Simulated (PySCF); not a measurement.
# Magnetisability: SMILES FC(/C=N/NCC#C)(F)F, C5H5F3N2

Geometry:
| atom | x (Å) | y (Å) | z (Å) |
| --- | --- | --- | --- |
| C1 | 3.386 | 1.159 | 0.507 |
| C2 | 2.665 | 0.308 | 0.073 |
| C3 | 1.747 | -0.721 | -0.387 |
| N4 | 0.532 | -0.741 | 0.397 |
| N5 | -0.564 | -0.301 | -0.146 |
| C6 | -1.637 | -0.114 | 0.512 |
| C7 | -2.855 | 0.338 | -0.214 |
| F8 | -2.716 | 0.352 | -1.541 |
| F9 | -3.920 | -0.446 | 0.058 |
| F10 | -3.229 | 1.585 | 0.148 |
| H11 | 4.034 | 1.905 | 0.859 |
| H12 | 1.455 | -0.526 | -1.422 |
| H13 | 2.240 | -1.699 | -0.326 |
| H14 | 0.617 | -0.837 | 1.408 |
| H15 | -1.758 | -0.254 | 1.586 |

Computed with GIAO OPBE/6-31++G** magnetisability, non-relativistic, IEF-PCM chloroform (PySCF 2.14.0). Geometry: GFN2-xTB.

Problem. How diamagnetic is it, and how anisotropic?

Solution. Isotropic -1217 × 10⁻³⁰ J/T², or -73.3 × 10⁻⁶ cm³/mol; principal values -1354, -1199, -1098 × 10⁻³⁰ J/T², anisotropy 223 × 10⁻³⁰ J/T² (root of half the summed squared differences of the principal values). The susceptibility is in cgs units.

Problem. Split it along the inertial axes a, b, c into diamagnetic and paramagnetic parts about the centre of mass, with the quadrupole moment.

Solution. 
```
axis  χ (10⁻⁶ cm³/mol)  diamagnetic (10⁻⁶ cm³/mol)  paramagnetic (10⁻⁶ cm³/mol)  summed x² of all electrons (Å²)  quadrupole Θ (D Å)
   a             -73.8                      -432.9                        359.1                            488.3               -2.05
   b             -79.3                     -2250.1                       2170.8                             60.0               -0.35
   c             -66.8                     -2326.4                       2259.6                             42.0               +2.39
```
Anisotropies 2χaa − χbb − χcc = -1.5 and 2χbb − χaa − χcc = -18.0 × 10⁻⁶ cm³/mol. Θ is traceless in Buckingham's convention.
